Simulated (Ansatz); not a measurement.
The first iterations of a band of CH8GeN2OS (14 atoms, charge 0, multiplicity 1).

The calculation used RHF/def2-mTZVP (Ansatz 0.2.0).

| Quantity | Value |
| --- | --- |
| movable images | 7 |
| climbing image | yes |
| spring | 5.0 eV/Å² |
| optimiser | quadratic models (default) |
| start path | through a guess of the saddle point |
| force threshold | 0.05 eV/Å |
| iteration limit | 60 |
| end points | relaxed |

Initial state:

```xyz
14
Properties=species:S:1:pos:R:3
C -0.881 -0.657 2.161
S 0.615 -1.113 1.202
Ge 0.327 0.082 -0.653
N 1.646 -0.494 -1.744
N 0.414 1.885 -0.546
O -1.330 -0.130 -1.216
H -0.857 0.385 2.441
H -1.780 -0.863 1.602
H -0.873 -1.260 3.055
H 1.836 -1.470 -1.820
H 1.753 -0.036 -2.625
H -0.447 2.362 -0.381
H 1.149 2.289 -0.006
H -1.585 -1.011 -1.442
```

Final state:

```xyz
14
Properties=species:S:1:pos:R:3
C -0.837 -0.592 2.195
S 0.676 -1.019 1.250
Ge 0.319 0.065 -0.661
N 1.673 -0.481 -1.725
N 0.297 1.872 -0.646
O -1.322 -0.274 -1.210
H -0.791 -1.144 3.121
H -0.868 0.463 2.417
H -1.727 -0.877 1.656
H 1.921 -1.447 -1.752
H 1.747 -0.066 -2.630
H -0.587 2.307 -0.487
H 1.018 2.347 -0.145
H -1.533 -1.183 -1.356
```

| iteration | highest image above the first end (eV) | largest band force component (eV/Å) |
| --- | --- | --- |
| 1 | 120.972 | 488.688 |
| 2 | 32.465 | 96.935 |
| 3 | 22.124 | 60.222 |
| 4 | 9.743 | 16.936 |
| 5 | 4.943 | 9.708 |

Question: Does the band converge within its limit, and where does its top end?

Answer: The run converged. It ended after 16 iterations with the highest image 0.037 eV above the first end. The profile has 2 maxima (images 2, 6) with wells between them (image 4): this band takes more than one step, which may be the mechanism or a detour left from its start path. A vibrational analysis at the climbing image gives one clearly imaginary mode, 126i cm⁻¹: a first-order saddle point.

Time of the run: 9.6 min on 2 threads of Arm Neoverse V1 (shared host), peak memory 0.51 GiB.
